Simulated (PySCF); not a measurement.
**Radial density of Ga⁺ (gallium, charge +1)**

B97-3, [Ar] 3d10 4s1 4d1, high-spin 3D determinant (an excited configuration). Calculation: PySCF 2.14, in aug-cc-pVQZ-PP with ECP10MDF (7s6p5d3f2g, 89 functions); scalar relativity through the core potential. This is the valence pseudo-density: the core potential removes the inner electrons and smooths the orbitals near the nucleus.

| r (bohr) | 4πr²ρ (e/bohr) | 4πr²(ρα − ρβ) |
| --- | --- | --- |
| 0.00178 | 1.452e-05 | 0.0000 |
| 0.00299 | 3.985e-05 | 0.0000 |
| 0.00503 | 0.0001047 | 0.0000 |
| 0.00846 | 0.0002570 | 0.0000 |
| 0.0142 | 0.0005936 | 0.0000 |
| 0.0239 | 0.001329 | 0.0001 |
| 0.0403 | 0.004564 | 0.0001 |
| 0.0677 | 0.03867 | 0.0002 |
| 0.114 | 0.3910 | 0.0003 |
| 0.192 | 2.777 | 0.0029 |
| 0.322 | 12.92 | 0.0484 |
| 0.542 | 26.70 | 0.1021 |
| 0.912 | 13.50 | 0.0305 |
| 1.53 | 2.469 | 0.5493 |
| 2.58 | 0.5746 | 0.4810 |
| 4.34 | 0.2664 | 0.2660 |
| 7.30 | 0.06386 | 0.0639 |
| 12.3 | 0.002257 | 0.0023 |

Energies and moments cover only the electrons outside the core potential. The outer electron is Rydberg-like, and this basis confines it to a smaller radius and binds it less than a complete one would.
